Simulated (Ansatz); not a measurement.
Reaction (redistribution): `[OH][Zr]([OH])([F])[SeH]` + `B[SiH]([SiH3])Cl` → `[OH][Zr]([F])([Cl])[SeH]` + `B[SiH](O)[SiH3]`

Gas-phase electronic energies from Ansatz, PBE0-D4/def2-TZVP geometries. CBS: MP2 limit from def2 TZ/QZ plus the TZ coupled-cluster correction, frozen cores. Functionals use def2-TZVPP. def2 core potentials past Kr. For Se, Zr outer-core shells are correlated without core-valence functions, which leaves a few kJ/mol of doubt a bond. Scalar relativity is left out up to krypton. One conformer a species, not always the lowest.

(1) Is it downhill or uphill in electronic energy at CCSD(T)/CBS, and by how much? (An estimate is asked.)

(2) What do these levels give: PBE-D4, r2SCAN-D4, PBE0, HF/def2-TZVPP, MP2/CBS(def2), CCSD/CBS(def2)? (Estimate.)

Largest T1 diagnostic among the species: 0.016.

## Answers

(1) Ansatz gave: Downhill: ΔE = -0.14 eV.

(2) Computed: PBE-D4 -0.14, r2SCAN-D4 -0.19, PBE0 -0.15, HF/def2-TZVPP -0.19, MP2/CBS(def2) -0.13, CCSD/CBS(def2) -0.13 eV.
